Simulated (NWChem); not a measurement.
System: AgF; SMILES [F][Ag]

All runs: NWChem. def2 effective core potentials on Ag; no spin-orbit coupling. Each level has its own optimisation; frequencies are unscaled.

For level BLYP/def2-SVP (core potentials):

| Property | Result |
|---|---|
| highest harmonic frequency (cm⁻¹) | 509 |

Task: Estimate the same quantities for level Hartree-Fock/3-21G (all-electron, non-relativistic).

Result: highest harmonic frequency (cm⁻¹): 542
